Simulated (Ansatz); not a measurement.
Several settings on one geometry of Ga(NH3)H3 (GaNH6) (that of the charge 0 singlet, PBE0-D4/def2-TZVP). Ansatz on 4 threads of AMD EPYC 7B13 on a shared host; times are rough.

```xyz
8

Ga   -0.002    0.004   -1.124
N     0.002   -0.004    1.027
H    -0.945    0.022    1.387
H     0.500    0.802    1.387
H     0.454   -0.839    1.381
H     1.562   -0.027   -1.356
H    -0.758    1.376   -1.346
H    -0.813   -1.334   -1.356
```

Totals from different functionals, basis sets or treatments of relativity can't be compared as stabilities.

The 6-31G sets use Cartesian d functions. Correlated methods freeze 10 core orbitals; core or outer-core shells of Ga are correlated, in sets that lack core-valence functions.

Scalar relativity in a set contracted without it gives distorted totals.

The spins typed aren't always the lowest for that charge.

Task: Give the basis size and estimate the energy, ⟨S²⟩ and time of these runs.

| run | method | charge | state | further keys |
| --- | --- | --- | --- | --- |
| 1 | RKS B2GP-PLYP/6-31G* | 0 | singlet | final_grid: {core_spheres: 8, valence_spheres: 7, degree: 23}; scf: {omitted_lower_state_checks: [starts]}; forces asked |
| 2 | RKS ωPBEh/STO-3G | 0 | singlet | – |
| 3 | UKS PBEsol/STO-3G | 1 | doublet | fitting: {mean_field: cc-pVTZ-jkfit}; scf: {lower_state_search: full} |
| 4 | RKS revPBE/6-31G* | 0 | singlet | point_charges: [{charge: 2.00, position_ang: [4.984, -0.333, -0.966]}]; pseudopotentials: {relativity: scalar} |

Result: 
```csv
run,functions,energy (Eh),⟨S²⟩,wall time
1,62,-1982.3317,–,0.9 s
2,29,-1959.5675,–,0.45 s
3,29,-1957.5396,0.75,2.9 s
4,62,-1998.0508,–,0.4 s
```
